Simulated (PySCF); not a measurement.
**Electron correlation in In (indium, neutral)**

[Kr] 4d10 5s2 5p1, 2P determinant. Calculation: PySCF 2.14, in aug-cc-pVDZ-PP with ECP28MDF; scalar relativity through the core potential. Frozen: 4s2 4p6 4d10; 3 electrons correlated.

MP2 pair energies summed by pair of shells (mhartree):

```
 pair  energy  share (%)
5s-5s  -15.62       60.8
5s-5p  -10.08       39.2
```

Total MP2 correlation energy: -25.70 mhartree.

Same-spin part -2.01 and opposite-spin part -23.70 mhartree; SCS-MP2 scales them by 1/3 and 6/5 to -29.11 mhartree.

```tsv
level	correlation energy (mhartree)
CCSD	-38.67
(T)	-0.48
CCSD(T)	-39.15
```

Diagnostics: T1 = 0.013, D1 = 0.0310, largest double amplitude 0.055.

Cost of the coupled-cluster step: 0.13 s of wall time on 1 thread of Neoverse-V2 (shared host), for 3 correlated electrons.

Iterations:

```
CC2 = 0
CCSD nocc = (np.int64(2), np.int64(1)), nmo = (23, 23)
frozen orbitals [[0, 1, 2, 3, 4, 5, 6, 7, 8], [0, 1, 2, 3, 4, 5, 6, 7, 8]]
max_cycle = 100
direct = 0
conv_tol = 1e-08
conv_tol_normt = 1e-06
diis_space = 8
diis_start_cycle = 0
Init t2, MP2 energy = -0.0257042718131002
Init E_corr(UCCSD) = -0.0257042718146992
cycle = 1  E_corr(UCCSD) = -0.0339289241510418  dE = -0.00822465234  norm(t1,t2) = 0.0557274
cycle = 2  E_corr(UCCSD) = -0.0367540631413606  dE = -0.00282513899  norm(t1,t2) = 0.0233854
cycle = 3  E_corr(UCCSD) = -0.0386710037904597  dE = -0.00191694065  norm(t1,t2) = 0.0108391
cycle = 4  E_corr(UCCSD) = -0.0386506425748843  dE = 2.03612156e-05  norm(t1,t2) = 0.00171129
cycle = 5  E_corr(UCCSD) = -0.0386708110391916  dE = -2.01684643e-05  norm(t1,t2) = 0.000274958
cycle = 6  E_corr(UCCSD) = -0.0386629583100234  dE = 7.85272917e-06  norm(t1,t2) = 6.1558e-05
cycle = 7  E_corr(UCCSD) = -0.038666827529496  dE = -3.86921947e-06  norm(t1,t2) = 1.91512e-05
cycle = 8  E_corr(UCCSD) = -0.038665791359417  dE = 1.03617008e-06  norm(t1,t2) = 5.50953e-06
cycle = 9  E_corr(UCCSD) = -0.0386658750725391  dE = -8.37131221e-08  norm(t1,t2) = 8.56754e-07
cycle = 10  E_corr(UCCSD) = -0.0386658738357547  dE = 1.23678442e-09  norm(t1,t2) = 1.74608e-07
UCCSD converged
E(UCCSD) = -189.2442476043085  E_corr = -0.03866587383575468
UCCSD(T) correction = -0.000480577299875641
```
